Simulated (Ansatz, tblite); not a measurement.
Removing and adding an electron: Cd2SCl2 (the lowest singlet isomer of a short search). The state is a singlet with charge 0. Geometry: r2SCAN-D4/def2-SVP. Ansatz, gas phase; energy differences of separate SCF runs; the oxidised species was run as a doublet alone; the reduced species was run as a doublet alone.

```xyz
5

Cd   -1.6194   -0.2801    0.6182
Cd    1.5169    0.7920   -0.3931
S    -0.3359    1.6626    0.7210
Cl   -2.9212   -2.1603    0.5382
Cl    3.3595   -0.0143   -1.4843
```

In the def2 sets Cd takes a core potential; there is no spin–orbit coupling. The xTB rows come from tblite. Correlated methods freeze 15 core orbitals; core or outer-core shells of Cd are correlated, in sets that lack core-valence functions. The rows differ in basis, and correlated rows in double-zeta sets carry the largest basis error. The structure comes from a short search, and lower isomers may exist.

**Question.** Estimate orbital energies and vertical ionisation energies and electron affinities at: GFN1-xTB; GFN2-xTB; HF/def2-SVP; PBE-D4/def2-TZVP; PBE-D4/def2-TZVPD; r2SCAN-D4/def2-TZVP; r2SCAN-D4/def2-TZVPD; PBE0-D4/def2-TZVP; PBE0-D4/def2-TZVPD; MP2/def2-SVP; CCSD/def2-SVP; CCSD(T)/def2-SVP.

**Answer.** 
| level | −HOMO (eV) | vertical IE (eV) | −LUMO (eV) | vertical EA (eV) | HOMO–LUMO gap (eV) | IE − EA (eV) | remarks |
| --- | --- | --- | --- | --- | --- | --- | --- |
| GFN1-xTB | 11.44 | 13.71 | 7.68 | 5.62 | 3.77 | 8.09 | – |
| GFN2-xTB | 11.09 | 13.71 | 8.07 | 5.56 | 3.01 | 8.15 | – |
| HF/def2-SVP | – | 8.47 | – | – | – | – | – |
| PBE-D4/def2-TZVP | 6.63 | 9.21 | 3.20 | – | 3.43 | – | – |
| PBE-D4/def2-TZVPD | 6.69 | – | 3.26 | 1.20 | 3.42 | – | HOMO above zero (-1 doublet) |
| r2SCAN-D4/def2-TZVP | 6.90 | 9.39 | 3.01 | – | 3.89 | – | – |
| r2SCAN-D4/def2-TZVPD | 6.93 | – | 3.06 | 1.09 | 3.87 | – | HOMO above zero (-1 doublet) |
| PBE0-D4/def2-TZVP | 7.79 | 9.56 | 2.38 | – | 5.41 | – | – |
| PBE0-D4/def2-TZVPD | 7.83 | – | 2.44 | 1.03 | 5.38 | – | HOMO above zero (-1 doublet) |
| MP2/def2-SVP | – | 9.38 | – | – | – | – | – |
| CCSD/def2-SVP | – | 9.16 | – | – | – | – | – |
| CCSD(T)/def2-SVP | – | 9.19 | – | – | – | – | – |

   A HOMO above zero means that the electron is unbound at that level or that self-interaction error raises the level; the energy of removing that electron tells which. Raw xTB energy differences between charge states are shifted by several eV; the methods need an empirical correction for them.
